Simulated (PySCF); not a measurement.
C4H8O2S. Atoms are numbered in the order given.

```xyz
15

O      1.7307     0.9536    -0.4952
S      0.6094     0.4094     0.2632
O      0.5213     0.5847     1.7120
C     -0.9843     0.9297    -0.4622
C     -1.6491    -0.3453    -0.9745
C     -1.1194    -1.5214    -0.1435
C      0.3883    -1.3532    -0.0961
H     -1.5282     1.4016     0.3672
H     -0.7631     1.6750    -1.2365
H     -2.7451    -0.2714    -0.9260
H     -1.3817    -0.5027    -2.0317
H     -1.4100    -2.4900    -0.5755
H     -1.5246    -1.4786     0.8806
H      0.9043    -1.9050     0.7004
H      0.8699    -1.5447    -1.0663
```

Coordinates come from a PBE0-D3(BJ)/def2-SVP optimisation. Other conformers were not sampled.

These are CAM-B3LYP/def2-TZVP (PySCF) values and carry that method's errors.

ESP charges are fitted to the potential on shells at 1.4 to 2.0 van der Waals radii. Atomic charges (e):

| atom | Mulliken | IAO | ESP fit |
|---|---|---|---|
| O1 | -0.47 | -0.92 | -0.54 |
| S2 | 0.78 | 2.04 | 0.96 |
| O3 | -0.47 | -0.93 | -0.54 |
| C4 | -0.26 | -0.47 | -0.23 |
| C5 | -0.24 | -0.25 | -0.10 |
| C6 | -0.22 | -0.25 | -0.06 |
| C7 | -0.26 | -0.47 | -0.28 |
| H8 | 0.15 | 0.17 | 0.13 |
| H9 | 0.15 | 0.17 | 0.12 |
| H10 | 0.13 | 0.15 | 0.07 |
| H11 | 0.13 | 0.14 | 0.08 |
| H12 | 0.13 | 0.15 | 0.06 |
| H13 | 0.14 | 0.15 | 0.07 |
| H14 | 0.15 | 0.17 | 0.14 |
| H15 | 0.15 | 0.16 | 0.13 |

Computed Mayer and Wiberg (Löwdin basis) orders of the bonds:
| bond | Mayer | Wiberg |
|---|---|---|
| O1–S2 | 1.86 | 2.35 |
| S2–O3 | 1.83 | 2.32 |
| S2–C4 | 0.87 | 1.01 |
| C4–C5 | 0.96 | 1.25 |
| C5–C6 | 0.94 | 1.20 |
| S2–C7 | 0.88 | 1.02 |
| C6–C7 | 0.95 | 1.25 |
| C4–H8 | 0.95 | 0.87 |
| C4–H9 | 0.95 | 0.88 |
| C5–H10 | 0.96 | 0.85 |
| C5–H11 | 0.97 | 0.84 |
| C6–H12 | 0.96 | 0.85 |
| C6–H13 | 0.97 | 0.84 |
| C7–H14 | 0.95 | 0.87 |
| C7–H15 | 0.95 | 0.87 |
